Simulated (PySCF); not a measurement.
# Steps of a relaxation of Gd(BH4)3

Gd(BH4)3 (singlet in the valence; each metal's 4f electrons, 7 of them, lie in its core potential, out of spins and levels). PySCF 2.14.0, RKS r2SCAN, Gd lcecp-1-SVP with ECP53, B def2-SVP, H def2-SVP; non-relativistic Hamiltonian with scalar-relativistic core potentials where named; density fitting; no spin-orbit coupling. Origin of the start: template. Columns: position (Å) and force (eV/Å). Energies are counted from the last step; some of the 8 steps are shown. Forces carry noise of the integration grid, about 0.01 to 0.03 eV/Å.

Run from Python with OMP_NUM_THREADS=4. Where DIIS fails, smearing, a level shift and second-order steps follow.
It took 49 s on 4 threads of Arm Neoverse V1 (shared host), from the converged density of the start.

```xyz
16
step 0  E = 0.161 eV
Gd    0.0000    0.0000    0.0000     0.00    0.00    0.00
B     2.4854    0.0000    0.0000     0.53    0.20    0.00
H     3.6854    0.0000    0.0000     0.17   -0.01    0.00
H     2.0695   -0.5894    1.0208    -0.41    0.01   -0.09
H     2.0695   -0.5894   -1.0208    -0.41    0.01    0.09
H     2.0695    1.1788    0.0000    -0.29   -0.17    0.00
B    -1.2427    2.1524    0.0000    -0.44    0.36    0.00
H    -1.8427    3.1917    0.0000    -0.07    0.15    0.00
H    -0.5243    2.0869    1.0208     0.20   -0.36   -0.09
H    -0.5243    2.0869   -1.0208     0.20   -0.36    0.09
H    -2.0556    1.2029    0.0000     0.30   -0.16    0.00
B    -1.2427   -2.1524    0.0000    -0.09   -0.57    0.00
H    -1.8427   -3.1917    0.0000    -0.09   -0.14    0.00
H    -1.5452   -1.4975    1.0208     0.21    0.35   -0.09
H    -1.5452   -1.4975   -1.0208     0.21    0.35    0.09
H    -0.0139   -2.3816    0.0000     0.00    0.34    0.00
```

```xyz
16
step 2  E = 0.013 eV
Gd    0.0000    0.0000    0.0000     0.00    0.00    0.00
B     2.5060    0.0108    0.0000    -0.12   -0.06    0.00
H     3.7135   -0.0003    0.0000    -0.10   -0.01    0.00
H     2.0023   -0.5824    0.9975    -0.02    0.05   -0.07
H     2.0023   -0.5824   -0.9975    -0.02    0.05    0.07
H     2.0183    1.1616    0.0000    -0.02   -0.01    0.00
B    -1.2623    2.1649    0.0000     0.12   -0.07    0.00
H    -1.8565    3.2161    0.0000     0.06   -0.08    0.00
H    -0.4967    2.0252    0.9975    -0.04   -0.05   -0.07
H    -0.4967    2.0252   -0.9975    -0.04   -0.05    0.07
H    -2.0152    1.1671    0.0000     0.02   -0.01    0.00
B    -1.2437   -2.1757    0.0000     0.01    0.14    0.00
H    -1.8570   -3.2158    0.0000     0.04    0.09    0.00
H    -1.5055   -1.4428    0.9975     0.06   -0.01   -0.06
H    -1.5055   -1.4428   -0.9975     0.06   -0.01    0.06
H    -0.0032   -2.3287    0.0000     0.00    0.02    0.00
```

```xyz
16
step 5  E = 0.000 eV
Gd    0.0000    0.0000    0.0000     0.00    0.00    0.00
B     2.4847    0.0118    0.0000    -0.01    0.01    0.00
H     3.6876   -0.0102    0.0000     0.01    0.00    0.00
H     1.9784   -0.5726    0.9943    -0.01   -0.01    0.01
H     1.9784   -0.5726   -0.9943    -0.01   -0.01   -0.01
H     2.0030    1.1638    0.0000     0.01    0.01    0.00
B    -1.2526    2.1459    0.0000    -0.01   -0.02    0.00
H    -1.8350    3.1986    0.0000     0.00    0.01    0.00
H    -0.4934    1.9996    0.9943     0.01    0.00    0.01
H    -0.4934    1.9996   -0.9943     0.01    0.00   -0.01
H    -2.0094    1.1527    0.0000    -0.02    0.01    0.00
B    -1.2321   -2.1578    0.0000     0.02    0.01    0.00
H    -1.8526   -3.1884    0.0000    -0.01   -0.01    0.00
H    -1.4850   -1.4271    0.9943     0.00    0.01    0.01
H    -1.4850   -1.4271   -0.9943     0.00    0.01   -0.01
H     0.0064   -2.3165    0.0000     0.00   -0.02    0.00
```

Problem. Where does the relaxation end?

Solution. It converges at step 7 in C3h:
```xyz
16
step 7  E = 0
Gd    0.0000    0.0000    0.0000
B     2.4837    0.0130    0.0000
H     3.6872   -0.0116    0.0000
H     1.9771   -0.5722    0.9946
H     1.9771   -0.5722   -0.9946
H     2.0048    1.1661    0.0000
B    -1.2531    2.1444    0.0000
H    -1.8335    3.1990    0.0000
H    -0.4930    1.9984    0.9946
H    -0.4930    1.9984   -0.9946
H    -2.0123    1.1531    0.0000
B    -1.2306   -2.1574    0.0000
H    -1.8537   -3.1874    0.0000
H    -1.4842   -1.4261    0.9946
H    -1.4842   -1.4261   -0.9946
H     0.0075   -2.3193    0.0000
```

Problem. How did the contacts change?

Solution. 
```tsv
contact	start (Å)	end (Å)
Gd1–H4 (BH4)	2.382	2.286
Gd1–H9 (BH4)	2.382	2.286
Gd1–H14 (BH4)	2.382	2.286
```


No frequency check is given that shows the relaxed geometry to be a minimum. An lcecp potential fixes the number of 4f electrons, so in runs with it no electron can move into or out of that shell.
